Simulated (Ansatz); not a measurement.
CH6FGeNO can be A, `[CH3][Ge]([NH2])([OH])[F]`, or B, `N[CH](O)[GeH2][F]`.

Calculated with Ansatz (gas phase, PBE0-D4/def2-TZVP geometries, no zero-point term in ΔE). CCSD(T)/CBS adds triple-zeta CCSD(T) − MP2 to the extrapolated MP2 energy (def2 sets, frozen cores). Functionals use def2-TZVPP. B3LYP here is the variant with VWN-RPA as its local correlation; programs differ in this. For Ge outer-core shells are correlated without core-valence functions, which leaves a few kJ/mol of doubt a bond. Scalar relativity is left out up to krypton. Each species was taken in one conformer, which may not be the lowest.

Which isomer does CCSD(T)/CBS put lower? Give the gap. (An estimate is asked.)

Computed: A, by 57.2 kcal/mol.

Give E(B) − E(A) in kcal/mol with PBE-D4, r2SCAN-D4, PBE0-D4, B3LYP, HF/def2-TZVPP, CCSD(T)/def2-TZVPP, B3LYP-D4. (An estimate is asked.)

Ansatz gave: PBE-D4 50.3, r2SCAN-D4 55.0, PBE0-D4 52.8, B3LYP 53.2, HF/def2-TZVPP 58.0, CCSD(T)/def2-TZVPP 57.2, B3LYP-D4 53.3. None reverses the order clearly.

Largest T1 diagnostic: 0.012.

From PBE to PBE0 (25 % exact exchange), in def2-TZVPP and without D4, E(B) − E(A) moves by +2.5 kcal/mol.
